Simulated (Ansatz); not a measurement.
Geometry optimisation, Ansatz, RKS PBE0/STO-3G.

Input:

```yaml
crystal:
  periodic: [false, false, false]
  atoms:
    - { symbol: Si, position_ang: [0.0, 0.0, 0.0] }
    - { symbol: O, position_ang: [0.0, 0.0, 1.68] }
    - { symbol: C, position_ang: [-1.1112, -0.3437, 2.4945] }
    - { symbol: H, position_ang: [-1.814, -0.9775, 1.9143] }
    - { symbol: H, position_ang: [-0.7584, -0.9037, 3.3856] }
    - { symbol: H, position_ang: [-1.6313, 0.5809, 2.8212] }
    - { symbol: C, position_ang: [1.7634, 0.0, -0.6227] }
    - { symbol: H, position_ang: [2.1111, -1.0463, -0.7509] }
    - { symbol: H, position_ang: [1.8119, 0.5276, -1.5981] }
    - { symbol: H, position_ang: [2.4154, 0.5187, 0.1108] }
    - { symbol: C, position_ang: [-0.8808, 1.5259, -0.6227] }
    - { symbol: H, position_ang: [-1.9334, 1.2723, -0.8671] }
    - { symbol: H, position_ang: [-0.8624, 2.3106, 0.1622] }
    - { symbol: H, position_ang: [-0.3704, 1.9025, -1.5336] }
    - { symbol: C, position_ang: [-0.8808, -1.5259, -0.6227] }
    - { symbol: H, position_ang: [-1.3804, -2.0377, 0.2261] }
    - { symbol: H, position_ang: [-1.6409, -1.2332, -1.3768] }
    - { symbol: H, position_ang: [-0.1449, -2.2146, -1.0879] }
basis:
  gaussian: { orbitals: STO-3G }
hamiltonian:
  xc: pbe0
relax:
  f_tol: 0.02
  max_steps: 40
output:
  orbitals: {}
```

Command:

```bash
$ ansatz run input.yaml --threads 1 --pin off --max-ram 2048MiB --backend cpu --events-out ev --progress --plain --runs-dir out
```

Q: Where does it end, and by what steps?

A: The run converged. The force dipped under the threshold on the way, but the program's further checks kept it going. Limits of this set-up: minimal basis. After 19 steps the energy has fallen by 0.452 eV; H16 moved furthest, 1.00 Å.

```json
{"step": "0", "energy less start (eV)": "0.0000", "largest force component (eV/Å)": "2.038", "accepted": "yes"}
{"step": "1", "energy less start (eV)": "-0.2729", "largest force component (eV/Å)": "0.599", "accepted": "yes"}
{"step": "2", "energy less start (eV)": "-0.3232", "largest force component (eV/Å)": "0.422", "accepted": "yes"}
{"step": "3", "energy less start (eV)": "-0.3644", "largest force component (eV/Å)": "0.594", "accepted": "yes"}
{"step": "4", "energy less start (eV)": "-0.4014", "largest force component (eV/Å)": "0.402", "accepted": "yes"}
{"step": "5", "energy less start (eV)": "-0.4172", "largest force component (eV/Å)": "0.169", "accepted": "yes"}
{"step": "6", "energy less start (eV)": "-0.4206", "largest force component (eV/Å)": "0.281", "accepted": "yes"}
{"step": "7", "energy less start (eV)": "-0.4315", "largest force component (eV/Å)": "0.066", "accepted": "yes"}
{"step": "8", "energy less start (eV)": "-0.3765", "largest force component (eV/Å)": "1.133", "accepted": "no"}
{"step": "9", "energy less start (eV)": "-0.4367", "largest force component (eV/Å)": "0.080", "accepted": "yes"}
{"step": "10", "energy less start (eV)": "-0.4388", "largest force component (eV/Å)": "0.227", "accepted": "yes"}
{"step": "11", "energy less start (eV)": "-0.4432", "largest force component (eV/Å)": "0.101", "accepted": "yes"}
{"step": "12", "energy less start (eV)": "-0.4479", "largest force component (eV/Å)": "0.053", "accepted": "yes"}
{"step": "13", "energy less start (eV)": "-0.4298", "largest force component (eV/Å)": "0.714", "accepted": "no"}
{"step": "14", "energy less start (eV)": "-0.4492", "largest force component (eV/Å)": "0.133", "accepted": "yes"}
{"step": "15", "energy less start (eV)": "-0.4494", "largest force component (eV/Å)": "0.203", "accepted": "yes"}
{"step": "16", "energy less start (eV)": "-0.4511", "largest force component (eV/Å)": "0.043", "accepted": "yes"}
{"step": "17", "energy less start (eV)": "-0.4515", "largest force component (eV/Å)": "0.003", "accepted": "yes"}
{"step": "18", "energy less start (eV)": "-0.4519", "largest force component (eV/Å)": "0.041", "accepted": "yes"}
{"step": "19", "energy less start (eV)": "-0.4520", "largest force component (eV/Å)": "0.014", "accepted": "yes"}
```

```xyz
18
Properties=species:S:1:pos:R:3
Si 0.011 -0.064 0.016
O 0.214 -0.285 1.708
C -1.054 -0.385 2.395
H -1.674 -1.248 2.069
H -0.842 -0.526 3.471
H -1.687 0.524 2.303
C 1.756 0.045 -0.638
H 2.320 -0.865 -0.412
H 1.763 0.180 -1.723
H 2.293 0.888 -0.193
C -0.928 1.513 -0.364
H -1.980 1.443 -0.074
H -0.493 2.372 0.156
H -0.896 1.725 -1.437
C -0.887 -1.512 -0.763
H -1.937 -1.555 -0.457
H -0.866 -1.430 -1.854
H -0.420 -2.464 -0.493
```

Whether the end is a true minimum wasn't checked by a vibrational analysis.

Time of the run: 89 s on 1 thread of Arm Neoverse V2, with other jobs on the host, peak memory 0.14 GiB.
